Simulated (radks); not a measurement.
Species: Fe2+. Configuration: [Ar] 3d6.

All-electron calculation, Dirac Kohn-Sham, LDA (Slater exchange, Perdew-Wang correlation), spin-unpolarised, spherical densities, finite nucleus; open shells fill j = l - 1/2 first; Fermi nuclear charge, rms radius 3.7377 fm. Program: a radial shooting solver on a logarithmic mesh with Libxc functionals.

Energy parts (eV):
| part | energy |
|---|---|
| total | -34538.987 |
| kinetic | 35003.646 |
| electron-nucleus | -82289.576 |
| Hartree | 14185.665 |
| exchange-correlation | -1438.723 |

Orbitals (lengths in bohr, moments of r in powers of bohr):
orbital  occ.  eigenvalue (eV)      <r>  <1/r>
1s1/2       2        -7000.360  0.05855  25.93
2s1/2       2        -835.8292   0.2674  5.567
2p1/2       2        -724.3172   0.2337  5.522
2p3/2       4        -711.8636   0.2367  5.423
3s1/2       2        -111.9911   0.8129  1.749
3p1/2       2         -79.4670   0.8526  1.622
3p3/2       4         -77.9184   0.8621  1.599
3d3/2       4         -26.0978    1.077  1.241
3d5/2       2         -25.9391    1.082  1.236

The highest occupied level is 3d5/2 at -25.939 eV. The density falls to 0.001 e/bohr^3 at r = 3.05 bohr. Summed over all electrons, <r^2> = 16.40 bohr^2, which gives a Langevin (diamagnetic) susceptibility term of -13 x 10^-6 cm^3/mol.
